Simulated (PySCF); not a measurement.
# Correlation energy of Ga⁺ (gallium, charge +1)

[Ar] 3d10 4s1 4p1, high-spin 3P determinant (an excited configuration). All numbers are calculated (PySCF 2.14, scalar relativity through the core potential, in aug-cc-pwCVDZ-PP with ECP10MDF). Frozen: 3s2 3p6 3d10; 2 electrons correlated.

With two correlated electrons CCSD is exact within the correlated space (frozen core and kept virtual orbitals).

```tsv
level	correlation energy (mhartree)
CCSD	-3.71
```

Diagnostics: T1 = 0.0024, D1 = 0.0040, largest double amplitude 0.029.

**Question.** Is a single reference adequate?

**Answer.** Yes, within this model without spin-orbit coupling: T1 lies below 0.03 and no double amplitude reaches 0.07.
